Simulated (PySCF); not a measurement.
A PySCF script (with the pyscf-properties extension) for the NMR shieldings of `O=[S@@]1C=C(F)C[C@@H](F)C1`, C5H6F2OS, on a GFN2-xTB geometry:

```python
import basis_set_exchange as bse
import numpy as np
from pyscf import gto, dft
from pyscf.prop import nmr

atoms = """
O    -0.020252    3.020335    0.284050
S    -0.011055    1.699772    0.901835
C     1.422987    0.851599    0.184685
C     1.404080   -0.391437   -0.256179
F     2.537914   -0.940305   -0.756994
C     0.251378   -1.338897   -0.329211
C    -1.035712   -0.777392    0.268081
F    -0.985352   -0.908923    1.645513
C    -1.250461    0.685821   -0.058072
H     2.324025    1.442841    0.171676
H     0.085907   -1.603954   -1.377630
H     0.519303   -2.258867    0.199411
H    -1.890871   -1.389704   -0.050159
H    -2.233419    1.022899    0.268198
H    -1.122887    0.894202   -1.117114
"""
names = dict.fromkeys(["O", "S", "C", "F", "H"], "pcSseg-1")
basis = {el: gto.basis.parse(bse.get_basis(n, elements=[el], fmt="nwchem")) for el, n in names.items()}
mol = gto.M(atom=atoms, basis=basis, charge=0, verbose=0)
mf = dft.RKS(mol, xc="PBE0")
mf.grids.level = 2
mf.grids.alignment = dft.numint.BLKSIZE   # the property module wants whole blocks of grid points
mf.conv_tol = 1e-9
mf.kernel()

calc = nmr.RKS(mf)   # GIAO
C = mf.mo_coeff
Co = C[:, mf.mo_occ > 0]
resp = mf.gen_response(singlet=True, hermi=2)
def vind(x):   # induced exchange potential for any number of trial vectors
    d = np.einsum("pi,xij,qj->xpq", C, 2 * x.reshape(-1, C.shape[1], Co.shape[1]), Co, optimize=True)
    return np.einsum("xpq,pi,qj->xij", resp(d - d.transpose(0, 2, 1)), C, Co, optimize=True).ravel()
mo1, _ = nmr.rhf.solve_mo1(calc, with_cphf=vind)
sigma = calc.kernel(mo1)
for i, s in enumerate(sigma):   # ppm
    print("%2d %-2s %9.2f" % (i, mol.atom_pure_symbol(i), np.trace(s) / 3))
```

Task: What does it print?

Result: 
```
 0 O     295.67
 1 S     173.53
 2 C      59.88
 3 C      19.85
 4 F     260.07
 5 C     149.57
 6 C      98.53
 7 F     371.26
 8 C     123.75
 9 H      25.30
10 H      29.08
11 H      28.92
12 H      26.21
13 H      27.93
14 H      29.20
```

These numbers come from an equivalent density-fitted implementation of the same equations, which agrees with the script to about 0.01 ppm for H and up to a few tenths of a ppm for heavy atoms, so last digits may differ.

Task: Turn these shieldings into chemical shifts. Referencing at the same level of theory: ¹⁷O (σref 336.08) vs H2O; ³³S (σref 503.73) against CS2; TMS for ¹³C (σref 186.93) and ¹H (σref 31.72); CFCl3 for ¹⁹F (σref 170.95).

Result: Averaging equivalent atoms: O 0: 40.4; S 1: 330; C 3: 167.1; C 2: 127.0; C 6: 88.4; C 8: 63.2; C 5: 37.4; F 4: -89.1; F 7: -200.3; H 9: 6.41; H 12: 5.50; H 13: 3.79; H 11: 2.79; H 10: 2.63; H 14: 2.52 ppm. Unscaled 19F shifts against computed CFCl3 carry errors that often reach 10 to 50 ppm. Experimental scales use liquid or dissolved standards, which lie at an offset from isolated H2O (liquid H2O: subtract about 36 ppm).

Size and cost of the density-fitted run: 190 basis functions, 36 s wall time on 1 thread of an Arm Neoverse V1, shared host; peak memory 0.84 GiB.
